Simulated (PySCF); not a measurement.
**Molecular orbitals of SbN**

BP86 at R = 1.806 Å; Sb def2-TZVPPD with ECP28, N def2-TZVPPD; scalar-relativistic core potentials (PySCF 2.14). State: ¹Σ⁺ (singlet), closed shell. Only the outer orbitals are listed, counted within each symmetry, core potentials removing the inner ones.

```tsv
orbital	occ.	ε (eV)	on Sb (%)	main shells (%)
5σ	2	-19.00	28	68 N s, 21 Sb s
6σ	2	-12.11	76	69 Sb s, 19 N s
3π	2	-7.05	44	55 N p, 42 Sb p
3π	2	-7.05	44	55 N p, 42 Sb p
7σ	2	-6.80	35	53 N p, 32 Sb p, 11 N s
4π	0	-3.66	64	56 Sb p, 37 N p
4π	0	-3.66	64	56 Sb p, 37 N p
8σ	0	-0.58	76	48 Sb p, 25 Sb d, 15 N s
```

Question: Which are the highest filled and the lowest empty level, where do they sit, and how wide is the gap?

Answer: Highest filled 7σ at -6.80 eV (in %: 53 N p, 32 Sb p, 11 N s); lowest empty 4π at -3.66 eV (in %: 56 Sb p, 37 N p); the gap at BP86 is 3.14 eV.

| Item | Value |
| --- | --- |
| bond order (Mayer) | 2.89 |
| ⟨S²⟩ | 0.000 |
| charge on Sb (Mulliken, basis-dependent) | 0.48 |
| charge on Sb (Löwdin, basis-dependent) | 0.66 |
| dipole moment (positive dipole means Sb(−)N(+)) | -3.53 D |

Spin–orbit coupling is left out.
